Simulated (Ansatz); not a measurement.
Ansatz (a quantum-chemistry and plane-wave program) input:

Ansatz 0.2 input:
```yaml
crystal:
  periodic: [false, false, false]
  atoms:
    - {symbol: C, position_ang: [3.68052781, -0.11312696, 0.12836489]}
    - {symbol: C, position_ang: [2.29218265, -0.74541647, 0.16379065]}
    - {symbol: C, position_ang: [1.17138203, 0.25608904, -0.10334597]}
    - {symbol: C, position_ang: [-0.22094279, -0.36662466, -0.06665651]}
    - {symbol: C, position_ang: [-1.34080955, 0.64653135, -0.33095034]}
    - {symbol: C, position_ang: [-2.70029095, 0.02069910, -0.33877328]}
    - {symbol: C, position_ang: [-3.68742831, 0.31990457, 0.49577158]}
    - {symbol: H, position_ang: [3.88212981, 0.33759023, -0.84648022]}
    - {symbol: H, position_ang: [3.77253557, 0.67435500, 0.88035878]}
    - {symbol: H, position_ang: [4.46162741, -0.85064523, 0.32176046]}
    - {symbol: H, position_ang: [2.23738295, -1.55145442, -0.57523783]}
    - {symbol: H, position_ang: [2.12846955, -1.21613214, 1.13862019]}
    - {symbol: H, position_ang: [1.33248044, 0.72674855, -1.07992393]}
    - {symbol: H, position_ang: [1.22633781, 1.06435453, 0.63469524]}
    - {symbol: H, position_ang: [-0.38900581, -0.83650410, 0.90737106]}
    - {symbol: H, position_ang: [-0.27951347, -1.17121230, -0.80767543]}
    - {symbol: H, position_ang: [-1.30513139, 1.44011271, 0.42091560]}
    - {symbol: H, position_ang: [-1.15637639, 1.12381466, -1.30088850]}
    - {symbol: H, position_ang: [-2.86135812, -0.75083556, -1.08864925]}
    - {symbol: H, position_ang: [-3.57021661, 1.07984478, 1.26064920]}
    - {symbol: H, position_ang: [-4.64708704, -0.17837241, 0.44527842]}
basis:
  gaussian:
    orbitals: aug-cc-pVQZ
hamiltonian:
  xc: hf
```

**Question.** Which total energy does the run end on?

**Answer.** -273.32528 Eh (HF/aug-cc-pVQZ). The basis has 1204 functions.
